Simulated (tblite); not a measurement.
Species: C₈H₆N₃ (charge -1).
Bonds: C1–C2 (double), C2–C3, C3–C4 (aromatic), C4–C5 (aromatic), C5–C6 (aromatic), C6–N7 (aromatic), N7–N8 (aromatic), N8–N9 (aromatic), N9–C10 (aromatic), C10–C11 (aromatic), C3–C11 (aromatic), C6–C10 (aromatic). Hydrogens: H12, H13 on C1; H14 on C2; H15 on C4; H16 on C5; H17 on C11.
Bond orders are those of one Lewis drawing.

Computed with GFN2-xTB (tblite), gas phase: L-BFGS steps from a force-field or distance-geometry start until the largest atomic force falls under 0.01 eV/Å.

Step 0: E = -792.2275 eV
```
atom  x, y, z in Å  |  force x, y, z in eV/Å
C1      3.0117    0.7335   -0.0715   -0.220   0.042   0.026
C2      2.1270   -0.2054   -0.3946   -0.059   0.187   0.249
C3      0.7074   -0.0982   -0.1357   -0.165  -0.956  -0.622
C4      0.1142    1.0185    0.4352   -0.976   1.169   0.841
C5     -1.2455    1.1039    0.6776    0.589   0.855   0.201
C6     -2.0760    0.0580    0.3015   -0.267   1.954   0.977
N7     -3.3964   -0.1233    0.3947   -0.820  -0.087   0.115
N8     -3.6368   -1.3181   -0.1097    0.707  -0.047  -0.171
N9     -2.5339   -1.9118   -0.5287   -0.568  -0.516  -0.120
C10    -1.5140   -1.0598   -0.2766    1.025  -1.565  -0.904
C11    -0.1407   -1.1329   -0.5007   -0.001  -0.722  -0.263
H12     2.7066    1.6618    0.3941    0.328  -0.175  -0.121
H13     4.0407    0.5546   -0.2846    0.521   0.280   0.041
H14     2.5161   -1.1124   -0.8500   -0.343  -0.038  -0.007
H15     0.7083    1.8692    0.7528    0.070  -0.080  -0.072
H16    -1.6549    2.0042    1.1466    0.094  -0.264  -0.143
H17     0.2591   -2.0297   -0.9604    0.084  -0.040  -0.029
```

Step 1: E = -792.3360 eV
```
atom  x, y, z in Å  |  force x, y, z in eV/Å
C1      3.0086    0.7341   -0.0711    0.273   0.041  -0.028
C2      2.1262   -0.2028   -0.3910   -0.265  -0.125   0.093
C3      0.7051   -0.1118   -0.1445   -0.525   0.420   0.105
C4      0.1002    1.0352    0.4472    0.476  -0.342  -0.092
C5     -1.2371    1.1161    0.6804   -0.245   0.771   0.314
C6     -2.0798    0.0859    0.3155   -0.131  -0.486  -0.164
N7     -3.4081   -0.1245    0.3964    0.056   0.108   0.078
N8     -3.6267   -1.3187   -0.1121    0.145  -0.066  -0.086
N9     -2.5420   -1.9191   -0.5305    0.079  -0.249  -0.102
C10    -1.4994   -1.0821   -0.2895   -0.721   0.274   0.184
C11    -0.1407   -1.1433   -0.5045    0.302  -0.608  -0.280
H12     2.7113    1.6594    0.3924    0.254  -0.014  -0.039
H13     4.0482    0.5586   -0.2840    0.202   0.289   0.088
H14     2.5112   -1.1130   -0.8501   -0.308   0.024   0.025
H15     0.7093    1.8681    0.7518    0.193   0.135   0.019
H16    -1.6536    2.0004    1.1446   -0.023   0.151   0.063
H17     0.2603   -2.0303   -0.9608    0.239  -0.322  -0.176
```

**Question.** Estimate the geometry and energy of step 2. (The exact step hangs on the optimiser's Hessian estimate; all steps are aligned on step 1, rigid shifts and turns removed.)

**Answer.** E = -792.3642 eV, largest force 0.552 eV/Å
```
atom  x, y, z in Å  |  force x, y, z in eV/Å
C1      3.0116    0.7348   -0.0714    0.056  -0.178  -0.094
C2      2.1227   -0.2039   -0.3893   -0.101   0.125   0.154
C3      0.6980   -0.1087   -0.1446   -0.271   0.033  -0.054
C4      0.1041    1.0335    0.4480   -0.011  -0.044   0.073
C5     -1.2388    1.1279    0.6849   -0.061  -0.005  -0.050
C6     -2.0821    0.0842    0.3156    0.148  -0.045  -0.012
N7     -3.4093   -0.1234    0.3976    0.077  -0.044  -0.002
N8     -3.6232   -1.3197   -0.1136   -0.145  -0.078  -0.039
N9     -2.5423   -1.9235   -0.5320    0.071  -0.089  -0.041
C10    -1.5062   -1.0822   -0.2892   -0.015   0.136   0.042
C11    -0.1369   -1.1527   -0.5086   -0.209  -0.156  -0.023
H12     2.7153    1.6588    0.3916    0.230   0.031  -0.016
H13     4.0519    0.5629   -0.2828    0.184   0.248   0.074
H14     2.5065   -1.1127   -0.8498   -0.302   0.005   0.023
H15     0.7119    1.8696    0.7518    0.201   0.076  -0.004
H16    -1.6537    2.0017    1.1451   -0.130   0.404   0.193
H17     0.2636   -2.0345   -0.9631    0.278  -0.420  -0.225
```

The energy changes by -0.0282 eV. The first-order estimate −F·Δx gives -0.0446 eV and the mean of the old and new forces, exact on a quadratic surface, -0.0281 eV. The step makes an angle of 23° with the force vector and moves no atom by more than 0.013 Å.

The cost below is that of the whole relaxation. On an Arm Neoverse V1 with one thread, on a shared host, this took 0.19 s of wall time.
